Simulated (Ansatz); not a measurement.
The Br⁻ ion. Charge -1, multiplicity 1. Correlated methods freeze the filled d shell of Br. Scalar relativity is left out up to krypton.

Task: Give the diagnostics of a CCSD(T)/def2-TZVPPD run (frozen core, the Gaussian-basis code of Ansatz). (An estimate is asked.)

Result: The calculation gave: T1 = 0.0063, largest single amplitude 0.009, largest double 0.033, (T) share of the correlation energy 3.6 %, 8 CCSD cycles. The RHF solution is stable towards an unrestricted one. T1 lies under the customary mark of 0.02 for closed shells.
